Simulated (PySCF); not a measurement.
Spinor energies of I⁻ (iodine, charge -1)

Start: [Xe]. Calculated with PySCF 2.14 in x2c-TZVPall-2c with one added diffuse shell each of s, p, d, f type (9s10p6d3f, 90 functions): generalised Hartree-Fock with the X2C-1e Hamiltonian and a Gaussian nucleus; one run each with spin-orbit coupling (SO) switched off, then screened by Boettger's factors.

```
spinor shell  electrons  ε, spin-free (eV)  ε, screened SO (eV)  weight of nominal j (screened SO)  rms radius, screened SO (bohr)
       1s1/2          2           -33326.1             -33322.4                              1.000                          0.0311
       2s1/2          2            -5242.0              -5240.9                              1.000                           0.127
       2p1/2          2            -4697.0              -4904.8                              1.000                           0.109
       2p3/2          4            -4697.0              -4603.4                              1.000                           0.115
       3s1/2          2            -1094.3              -1094.0                              1.000                           0.334
       3p1/2          2            -913.53              -953.75                              1.000                           0.327
       3p3/2          4            -913.53              -895.26                              1.000                           0.338
       3d3/2          4            -643.19              -650.26                              1.000                           0.311
       3d5/2          6            -643.19              -638.20                              1.000                           0.314
       4s1/2          2            -203.07              -203.00                              1.000                           0.788
       4p1/2          2            -143.87              -151.77                              1.000                           0.827
       4p3/2          4            -143.87              -140.26                              1.000                           0.855
       4d3/2          4            -54.696              -55.773                              1.000                           0.988
       4d5/2          6            -54.696              -53.919                              1.000                           1.000
       5s1/2          2            -16.560              -16.558                              1.000                            2.21
       5p1/2          2             -3.434               -4.219                              1.000                            2.78
```

Task: Where does 5p3/2 lie, and what is the 5p spin-orbit splitting (screened SO)?

Result: At -3.091 eV, 1.128 eV above 5p1/2.

| quantity | spin-free | screened SO |
| --- | --- | --- |
| E (hartree) | -7111.74293 | -7113.87849 |
| M_J | 0 | 0 |
| ⟨J²⟩ | 0.000 | 0.000 |
| ⟨L²⟩ | 0.000 | 0.038 |
| ⟨S²⟩ | 0.000 | 0.038 |

Breit and QED terms are absent; they matter most for the inner s and p1/2 levels.

Densities and radii are taken from the X2C orbitals without a picture-change correction, which distorts them close to the nucleus.

Without spin-orbit coupling the j labels of p, d and f shells carry no meaning; the spin-free column gives the mean over the occupied spinors of each nl shell.
